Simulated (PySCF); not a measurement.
A structure optimised at PBE0-D3(BJ)/def2-SVP, used in a PySCF frequency run:

```
Si
O 1 1.6580
C 2 1.4022 1 126.29
H 3 1.1004 2 108.52 1 -170.14
H 3 1.1033 4 108.44 2 -121.51
H 3 1.1047 4 107.92 5 -117.10
O 1 1.6580 2 107.51 3 164.93
C 7 1.4022 1 126.29 2 49.45
H 8 1.1004 7 108.52 1 -170.14
H 8 1.1033 9 108.44 7 -121.51
H 8 1.1047 9 107.92 10 -117.10
O 1 1.6580 2 107.51 3 49.45
C 12 1.4022 1 126.29 2 164.93
H 13 1.1004 12 108.52 1 -170.14
H 13 1.1033 14 108.44 12 -121.51
H 13 1.1047 14 107.92 15 -117.10
```
Charge 0, spin multiplicity 2.

Q: Write its SMILES, formula and point group.

A: CO[Si](OC)OC, C₃H₉O₃Si, C3

Q: What are its rotational constants (standard atomic weights)?

A: 2.0892, 2.0892, 1.1020 GHz
